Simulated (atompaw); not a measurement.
# Before and after: PAW (atompaw) potential for Cr

Cr (Z = 24), PAW, made with atompaw 4.2.0.5 (PBEsol, scalar-relativistic). Core [Ar], reference 3d4 4s0 4p0 (charge +2). Waves: 4s (bound, empty): rc 2.55 bohr; 4s channel at -0.6 Ry: rc 2.55 bohr; 4p (bound, empty): rc 2.20 bohr; 4p channel at -0.25 Ry: rc 2.20 bohr; 3d (bound): rc 2.55 bohr; 3d channel at -0.05 Ry: rc 2.20 bohr. Local part: bessel scheme, radius 1.90 bohr. Core correction: smooth core density matched at 1.60 bohr. Augmentation charge: besselshape compensation charge, radius 2.10 bohr; PAW radius 2.55 bohr; waves and projectors: custom rrkj gramschmidtortho.

All-electron outer shells of the reference configuration (PBEsol, scalar-relativistic, ld1.x):

```
shell  level (eV)  outermost node (bohr)  outermost maximum (bohr)
   3p      -66.31                   0.33                      0.80
   3d      -22.81                      –                      0.82
   4s      -18.42                   1.10                      2.36
   4p      -13.23                   1.20                      2.78
```

Change: augmentation besselshape compensation charge, radius 2.10 bohr; PAW radius 2.55 bohr; waves and projectors: custom polynom gramschmidtortho.

Cutoffs: the cutoffs (Ry, on a coarse ladder) from which the occupation-weighted sum of valence levels, in a spherical-Bessel basis at the reference potential, stays within 10 and 1 mRy of its value at 400 Ry; they do not see the model core or the augmentation charge, which bear on the density cutoff.

**Question.** What does the change do?

**Answer.** The potential gets harder (15 Ry and 21 Ry → 15 Ry and 25 Ry); a bound ghost appears in p, which as a rule spoils a file; the range in which the s phases agree narrows (upper end 2.4 → 0.2); the range in which the d phases agree widens (upper end 0.7 → 3.0).

| quantity | base | changed |
| --- | --- | --- |
| cutoff, loose | 15 Ry | 15 Ry |
| cutoff, tight | 21 Ry | 25 Ry |
| bound ghosts | none | p |
| s: phases at 2.57 bohr within 0.05 rad from the reference energy up to (Ry; the scan ends near 5) | 2.4 | 0.2 |
| p: phases at 2.57 bohr within 0.05 rad from the reference energy up to (Ry; the scan ends near 5) | 3.5 | 3.6 |
| d: phases at 2.57 bohr within 0.05 rad from the reference energy up to (Ry; the scan ends near 5) | 0.7 | 3.0 |
| lowest overlap eigenvalue by channel | s 0.41, p 0.69, d 1.00 | s 0.14, p 0.64, d 1.00 |

 A true bound ghost makes a file unfit for plane-wave use even where its test errors are small: the radial tests pick states by their node count and pass the ghost by. The cutoffs see the waves, projectors and local potential, not the compensation charge or the core.
